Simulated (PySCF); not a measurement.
Solvent effects on NMR parameters

Numbering as in the mapped SMILES `[CH3:1][S:2][SiH2:3][S:4][Si@H:5]([F:6])[CH2:7][C:8]([F:9])([F:10])[F:11]`. Each H is labelled by its parent atom. Ha(Si3), Ha(C7) are pro-R; Hb(Si3), Hb(C7) are pro-S.

GIAO PBE0/pcSseg-1 in PySCF 2.14 on one PBE0-D3(BJ)/def2-SVP conformer, non-relativistic, equivalent nuclei averaged. Solvents enter as an IEF-PCM continuum (dichloromethane with ε = 8.9, acetonitrile with ε = 35.7) around the gas-phase geometry. Shifts are referred to TMS, CS2, CFCl3 computed in the same medium.

In dichloromethane, δ in ppm: C8 132.3, C7 30.1, C1 15.0, S2 -180.3, S4 -228.5, Si5 25.2, Si3 -6.1, F9/F10/F11 -69.7, F6 -166.1, H(Si5) 5.79, Hb(Si3) 5.52, Ha(Si3) 5.45, Hb(C7) 2.27, H(C1) 2.24. Dipole moment 2.85 D.

(1) How does each δ change in the more polar medium?

(2) Which nuclei move most (in ppm), and what does the model miss?

Results:

(1) 
| atoms | environment | Δδ, acetonitrile |
| --- | --- | --- |
| C8 | CF3 carbon | +0.3 |
| C7 | sp3 CH2 bonded to Si | +0.1 |
| C1 | methyl carbon bonded to S | +0.1 |
| S2 | sulfur bonded to C, Si | -1.8 |
| S4 | sulfur bonded to 2 Si | -0.6 |
| Si5 | silicon bonded to C, F, S, H | +0.3 |
| Si3 | silicon bonded to 2 S, 2 H | -0.1 |
| F9/F10/F11 | fluorine of a CF3 group | +0.1 |
| F6 | fluorine bonded to Si | -0.2 |
| H(Si5) | hydrogen on a silicon bonded to C, F, S | 0.00 |
| Hb(Si3) | hydrogen on a silicon bonded to 2 S | 0.00 |
| Ha(Si3) | hydrogen on a silicon bonded to 2 S | +0.01 |
| Hb(C7) | hydrogen on an sp3 CH2 bonded to Si | +0.05 |
| H(C1) | hydrogen on a methyl carbon bonded to S | +0.02 |

Changes are relative to dichloromethane. The dipole moment becomes 2.92 D in acetonitrile.

(2) S2 (sulfur bonded to C, Si, -1.8 ppm) in acetonitrile. A continuum only polarises the solute; specific hydrogen bonds, the anisotropy of aromatic solvents and changes of geometry or conformer are outside it.
